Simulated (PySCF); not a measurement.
## Static response to an electric field

Species: C₃H₁₁B₂N.
Structure used (PBE0-D3(BJ)/def2-SVP), in Å, numbered top down from 1:
```
atom  x, y, z in Å
B1     1.5574    1.3671    0.0098
N2     0.7635    0.1934   -0.1116
B3     1.3207   -0.9822   -0.6926
C4    -0.6333    0.2026    0.3748
C5    -1.6169   -0.0407   -0.7612
C6    -0.8227   -0.7764    1.5246
H7     2.6966    1.3560   -0.3835
H8     1.0732    2.3578    0.5101
H9     2.4624   -0.9588   -1.0776
H10    0.6556   -1.9863   -0.7948
H11   -0.8086    1.2182    0.7630
H12   -2.6517    0.0633   -0.4019
H13   -1.4626    0.6833   -1.5752
H14   -1.5032   -1.0536   -1.1762
H15   -0.1160   -0.5642    2.3409
H16   -0.6639   -1.8140    1.1932
H17   -1.8439   -0.7027    1.9274
```

Level: wB97X-D/def2-SVPD (PySCF), static field, nuclei fixed, core orbitals frozen in the response. The polarisability tensor in these axes (au):

```
x   79.39  3.43 -4.03
y    3.43 75.82  2.67
z   -4.03  2.67 66.75
```

Question: What are the eigenvalues, a third of the trace, and Δα (Δα² = ½Σ(αi − αj)² over the three pairs)?

Answer: Principal values 64.44, 75.71 and 81.80 au; mean 73.99 au = 10.96 Å³ = 12.20 × 10⁻⁴⁰ C²·m²/J; Δα = 15.26 au (21 % of the mean).

Question: What is the dipole moment, and where does it point?

Answer: (-1.59, -0.10, 0.51) D, 1.68 D in size, pointing from the negative to the positive side. Measured along this direction, the outermost atoms are H7 at the negative end and H12 and H17 at the positive end.

Question: What depolarisation ratio follows for Rayleigh scattering of linearly polarised light, taking the static tensor?

Answer: ρ = 3Δα²/(45ᾱ² + 4Δα²) = 698.5/(246322 + 931.4) = 0.00283.

Question: Refractivity n − 1 of an ideal gas of it at 400 K and 1 atm, from the electronic α?

Answer: N = p/kT = 1.8347 × 10¹⁹ cm⁻³, so n − 1 = 2π × N × 10.96 × 10⁻²⁴ cm³ = 1264 × 10⁻⁶ at long wavelengths.

Question: What molar refraction does this α imply?

Answer: Lorentz–Lorenz: R = (4π/3)N_A α = 2.5225 cm³/(mol·Å³) × 10.96 Å³ = 27.7 cm³/mol, in the limit of long wavelengths.

The structure is a single PBE0-D3(BJ)/def2-SVP conformer in the gas phase; no vibrational or solvent corrections.
